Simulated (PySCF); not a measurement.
C₄H₄, SMILES C12C3C2C31. Atoms are numbered in the order given.

```xyz
8

C     -0.5206     0.5206    -0.5206
C      0.5206     0.5206     0.5206
C      0.5206    -0.5206    -0.5206
C     -0.5206    -0.5206     0.5206
H     -1.1442     1.1442    -1.1442
H      1.1442     1.1442     1.1442
H      1.1442    -1.1442    -1.1442
H     -1.1442    -1.1442     1.1442
```
Charge 0, spin multiplicity 1.

Geometry: PBE0-D3(BJ)/def2-SVP.

Two levels are set side by side: PBE/pcSseg-1 (PySCF) and PBE0/pcSseg-1 (PySCF). GIAO shifts against TMS (¹H), TMS (¹³C) at the same level; non-relativistic, no solvent, atoms listed together averaged. Differences are taken from unrounded values.

| quantity | PBE0 | PBE | PBE minus PBE0 |
|---|---|---|---|
| δ(¹³C) of C1, C2, C3, C4 (ppm) | -25.7 | -25.1 | 0.6 |
| δ(¹H) of H5, H6, H7, H8 (ppm) | 3.32 | 3.06 | -0.25 |

Rough cost on one machine, each run with all the roots and properties that it gave: PBE0 against PBE within a factor of 2.
